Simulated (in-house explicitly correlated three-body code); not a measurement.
Computed with an exponentially correlated three-body code. Model: two electrons around a point charge, non-relativistic, variational in 260 exponentially correlated functions (energies converged to about 1e-7 hartree, or 1e-8 relative for large Z).

Command:
```bash
python run_hyl.py task.json out
```
Settings (lengths in bohr, energies in hartree):
```
Z                      8
nuclear_mass           50
interaction_strength   1
functions              260
states_tried           13
```

Cost of the run: 27 s on 1 thread of Intel(R) Xeon(R) Platinum 8375C CPU @ 2.90GHz (Ice Lake), on a shared host.

**Those bound S and P states to n = 4 that converged, binding against the one-electron ion.**

Given: nuclear charge 8; mass of the centre 50 electron masses.

Computed: one-electron threshold -31.372549 hartree.

| term | energy (hartree) | binding (eV) |
| --- | --- | --- |
| 1 1S | -57.9826886 | 724.1 |
| 2 3S | -37.7881695 | 174.58 |
| 2 3P | -37.5964804 | 169.36 |
| 2 1S | -37.5093636 | 166.99 |
| 2 1P | -37.2599758 | 160.21 |
| 3 3S | -34.1554973 | 75.728 |
| 3 3P | -34.1002585 | 74.225 |
| 3 1S | -34.0816796 | 73.719 |
| 3 1P | ? | ? |
| 4 3S | ? | ? |
| 4 1S | -32.8910242 | 41.32 |

(1) What belongs in the row 3 1P?

(2) What belongs in the row 4 3S?

**Converged states only, values per electron or pair.**

```json
{"term": "1 1S", "mean r (bohr)": "0.20074", "mean r squared (bohr²)": "0.054074", "mean inverse r (1/bohr)": "7.5361", "mean r12 (bohr)": "0.29504", "mean inverse r12 (1/bohr)": "4.6127", "mean cosine": "-0.0088681", "mean p1 dot p2 (bohr⁻²)": "0.4834", "delta r1 (bohr⁻³)": "141.17", "delta r12 (bohr⁻³)": "15.089"}
{"term": "2 3S", "mean r (bohr)": "?", "mean r squared (bohr²)": "?", "mean inverse r (1/bohr)": "?", "mean r12 (bohr)": "?", "mean inverse r12 (1/bohr)": "?", "mean cosine": "?", "mean p1 dot p2 (bohr⁻²)": "?", "delta r1 (bohr⁻³)": "?", "delta r12 (bohr⁻³)": "-"}
{"term": "2 3P", "mean r (bohr)": "0.44543", "mean r squared (bohr²)": "0.31873", "mean inverse r (1/bohr)": "4.8022", "mean r12 (bohr)": "0.74353", "mean inverse r12 (1/bohr)": "1.6419", "mean cosine": "-0.069258", "mean p1 dot p2 (bohr⁻²)": "-4.019", "delta r1 (bohr⁻³)": "76.011", "delta r12 (bohr⁻³)": "-"}
{"term": "2 1S", "mean r (bohr)": "0.52357", "mean r squared (bohr²)": "0.45164", "mean inverse r (1/bohr)": "4.7886", "mean r12 (bohr)": "0.87796", "mean inverse r12 (1/bohr)": "1.5991", "mean cosine": "-0.0063398", "mean p1 dot p2 (bohr⁻²)": "-0.15745", "delta r1 (bohr⁻³)": "83.916", "delta r12 (bohr⁻³)": "2.5779"}
{"term": "2 1P", "mean r (bohr)": "0.46805", "mean r squared (bohr²)": "0.35679", "mean inverse r (1/bohr)": "4.7648", "mean r12 (bohr)": "0.7606", "mean inverse r12 (1/bohr)": "1.7162", "mean cosine": "0.049469", "mean p1 dot p2 (bohr⁻²)": "3.2695", "delta r1 (bohr⁻³)": "77.046", "delta r12 (bohr⁻³)": "0.6237"}
{"term": "3 3S", "mean r (bohr)": "1.0402", "mean r squared (bohr²)": "2.0504", "mean inverse r (1/bohr)": "4.3114", "mean r12 (bohr)": "1.9021", "mean inverse r12 (1/bohr)": "0.67124", "mean cosine": "-8.5824e-05", "mean p1 dot p2 (bohr⁻²)": "-0.039446", "delta r1 (bohr⁻³)": "78.982", "delta r12 (bohr⁻³)": "-"}
{"term": "3 3P", "mean r (bohr)": "0.98613", "mean r squared (bohr²)": "1.8513", "mean inverse r (1/bohr)": "4.3087", "mean r12 (bohr)": "1.7967", "mean inverse r12 (1/bohr)": "0.73877", "mean cosine": "-0.015578", "mean p1 dot p2 (bohr⁻²)": "-0.9634", "delta r1 (bohr⁻³)": "76.624", "delta r12 (bohr⁻³)": "-"}
{"term": "3 1S", "mean r (bohr)": "1.0645", "mean r squared (bohr²)": "2.1572", "mean inverse r (1/bohr)": "4.3058", "mean r12 (bohr)": "1.9485", "mean inverse r12 (1/bohr)": "0.72937", "mean cosine": "-0.0013935", "mean p1 dot p2 (bohr⁻²)": "-0.075716", "delta r1 (bohr⁻³)": "78.872", "delta r12 (bohr⁻³)": "0.75232"}
{"term": "3 1P", "mean r (bohr)": "?", "mean r squared (bohr²)": "?", "mean inverse r (1/bohr)": "?", "mean r12 (bohr)": "?", "mean inverse r12 (1/bohr)": "?", "mean cosine": "?", "mean p1 dot p2 (bohr⁻²)": "?", "delta r1 (bohr⁻³)": "?", "delta r12 (bohr⁻³)": "?"}
{"term": "4 3S", "mean r (bohr)": "1.7919", "mean r squared (bohr²)": "6.4976", "mean inverse r (1/bohr)": "4.1396", "mean r12 (bohr)": "3.3997", "mean inverse r12 (1/bohr)": "0.39168", "mean cosine": "0.00020205", "mean p1 dot p2 (bohr⁻²)": "-0.031853", "delta r1 (bohr⁻³)": "77.7", "delta r12 (bohr⁻³)": "-"}
{"term": "4 1S", "mean r (bohr)": "1.8242", "mean r squared (bohr²)": "6.7485", "mean inverse r (1/bohr)": "4.1373", "mean r12 (bohr)": "3.4634", "mean inverse r12 (1/bohr)": "0.41513", "mean cosine": "-0.00033738", "mean p1 dot p2 (bohr⁻²)": "-0.0457", "delta r1 (bohr⁻³)": "77.659", "delta r12 (bohr⁻³)": "0.31456"}
```

(3) What belongs in the row 2 3S?

(4) What belongs in the row 3 1P?

Answers

(1) energy (hartree): -34.0117077; binding (eV): 71.815.

(2) energy (hartree): -32.9209235; binding (eV): 42.133.

(3) mean r (bohr): 0.50703; mean r squared (bohr²): 0.41868; mean inverse r (1/bohr): 4.8098; mean r12 (bohr): 0.85351; mean inverse r12 (1/bohr): 1.3802; mean cosine: -0.0015053; mean p1 dot p2 (bohr⁻²): 0.0015067; delta r1 (bohr⁻³): 84.436.

(4) mean r (bohr): 1.0164; mean r squared (bohr²): 1.9787; mean inverse r (1/bohr): 4.2993; mean r12 (bohr): 1.851; mean inverse r12 (1/bohr): 0.76599; mean cosine: 0.013201; mean p1 dot p2 (bohr⁻²): 0.81055; delta r1 (bohr⁻³): 76.815; delta r12 (bohr⁻³): 0.20808.
